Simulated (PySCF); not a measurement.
**Computed structure and properties of [NdI2]+**

System: [NdI2]+ (singlet in the valence; each metal's 4f electrons, 3 of them, lie in its core potential, out of spins and levels); start: template (C2v). Method: PySCF 2.14.0, RKS PBE0, Nd lcecp-1-SVP with ECP49, I def2-SVP with ECP28; non-relativistic Hamiltonian with scalar-relativistic core potentials where named; density fitting; no spin-orbit coupling.

Input of the relaxation:

```python
mol = gto.M(atom='''
Nd     0.00000     0.00000    -0.79006
I      2.75250    -0.00000     0.44174
I     -2.75250     0.00000     0.44174''',
    basis={'Nd': 'lcecp-1-SVP', 'I': 'def2-SVP'},
    ecp={'Nd': 'lcecp-1-SVP', 'I': 'def2-SVP'},
    charge=1, spin=0)
mf = dft.RKS(mol, xc='PBE0')
mf.grids.atom_grid = (50, 194)  # f atoms: unpruned, at least (60, 302)
mf = mf.density_fit()  # fitting sets: Nd AutoAux, I def2-universal-JKFIT
mf.conv_tol = 1e-08; mf.max_cycle = 55
mf.kernel(dm0)  # dm0: converged density of the start geometry
# quasi-Newton relaxation in Cartesian coordinates to a largest gradient under 0.00045 Eh/bohr, steps kept in the point group
```

Run from Python with OMP_NUM_THREADS=2; the lines above give its settings. Where DIIS fails, smearing, a level shift and second-order steps follow.
It took 29 s on 2 threads of Arm Neoverse V2, with other jobs on the host, from the converged density of the start.

Course of the relaxation:

```csv
step,energy above end (eV),largest force component within the symmetry (eV/Å)
0,0.5307,1.598
1,0.2449,0.985
2,0.1103,0.613
3,0.0681,0.273
4,0.0238,0.320
5,0.0106,0.201
6,0.0001,0.049
7,0.0001,0.032
8,0.0000,0.001
```

Relaxed geometry (C2v):

```xyz
3

Nd    0.0000    0.0000   -1.1033
I     2.2065    0.0000    0.5983
I    -2.2065    0.0000    0.5983
```

```json
{"contact": "Nd1–I2 (I)", "Å": "2.786"}
{"contact": "Nd1–I3 (I)", "Å": "2.786"}
```

On the finer grid (75, 302):

```json
{
  "HOMO": "-11.73 eV",
  "LUMO": "-7.48 eV",
  "Dipole about the centre of mass": "8.10 D",
  "Set of Mulliken populations of Nd1 outside the core potential": "s 2.25, p 6.20, d 1.43, f 0.03",
  "D3(BJ) dispersion energy (not in the energies)": "-0.106 eV"
}
```

```json
{"atom": "Nd1", "Mulliken (e)": "1.09", "Löwdin (e)": "0.38", "spin (e)": "0.00"}
{"atom": "I2", "Mulliken (e)": "-0.04", "Löwdin (e)": "0.31", "spin (e)": "0.00"}
{"atom": "I3", "Mulliken (e)": "-0.04", "Löwdin (e)": "0.31", "spin (e)": "0.00"}
```

The 4f levels lie in the core potential and are missing. Their spin isn't counted.

On the grid (50, 194), as all that follows. Harmonic modes: a minimum within the noise of the softest modes; lowest 44 cm⁻¹ (negative: unstable), highest 220 cm⁻¹, zero-point energy 0.029 eV.

Taking off one I (charge -1, singlet; the rest: singlet) in vacuum, both parts rigid, costs 12.37 eV; the small basis without counterpoise inflates it. Most of it is the attraction of opposite charges; other ways to part are cheaper, and one spin state was tried for the rest.

Rigid scan of I along the line from its metal:

distance to I2 (Å), energy (eV) and a bar:
```
     2.49      0.733 #######
     2.59      0.286 ###
     2.69      0.063 #
     2.79      0.000 
     2.89      0.051 
     2.99      0.181 ##
     3.19      0.584 #####
     3.49      1.332 ############
     3.89      2.309 #####################
     4.39      3.302 ##############################
```

One start shape was tried, so this needn't be the lowest isomer.

An lcecp potential fixes the number of 4f electrons, so in runs with it no electron can move into or out of that shell.
